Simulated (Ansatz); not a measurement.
Computed with Ansatz on PBE0-D4/def2-TZVP structures; ΔE is electronic, products minus reactants. CCSD(T)/CBS is the MP2 limit (def2-TZVPP, def2-QZVPP) plus CCSD(T) − MP2 in def2-TZVPP, frozen cores. This one scheme is used for every species. Each species was taken in one conformer, which may not be the lowest.

`FCOB[SiH2]S` + HCl → `S[SiH2]BCl` + `OCF`  (ligand exchange at a B–O bond)

```
      species  CCSD(T)/CBS(def2) energy (Eh)
`FCOB[SiH2]S`                     -928.31791
          HCl                     -460.38127
 `S[SiH2]BCl`                    -1173.87376
        `OCF`                     -214.81254
```

(1) Work out ΔE.

Largest T1 diagnostic among the species: 0.013.

Results:

(1) ΔE = (-1173.87376) + (-214.81254) − (-928.31791) − (-460.38127) = 0.01288 Eh = +0.35 eV.
